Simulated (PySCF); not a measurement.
## Working out the ionisation energy of Mn

Mn [Ar] 3d5 4s2 (6S) → Mn⁺ [Ar] 3d5 4s1 (7S). Calculation: PySCF 2.14, in dyall-av2z; no relativity, point nucleus. Frozen: [Ar]; the 25 highest virtual orbitals dropped. Energies in hartree (1 hartree = 27.21139 eV):

```tsv
part	Mn (lower)	Mn⁺ (upper)
UHF	-1149.854831	-1149.635249
MP2 opposite-spin	-0.034649	0.000000
MP2 same-spin	-0.075084	-0.075500
```

**Question.** What does Hartree-Fock give?

**Answer.** (-1149.635249) − (-1149.854831) = 0.219582 hartree = 5.975 eV.

**Question.** What do MP2 and SCS-MP2 (6/5 opposite-spin, 1/3 same-spin) give?

**Answer.** The opposite-spin parts differ by 0.943 eV and the same-spin parts by -0.011 eV. MP2: 5.975 + (0.943) + (-0.011) = 6.907 eV. SCS-MP2: 5.975 + 1.2 × (0.943) + (-0.011)/3 = 7.103 eV.

Measured between the centres of the two terms (NIST): 7.434 eV, so MP2 (valence) is off by -0.527 eV.

The calculation is non-relativistic.

A double-zeta basis recovers only part of the correlation energy.

What remains against the reference includes basis incompleteness, the frozen core and correlation beyond second order.
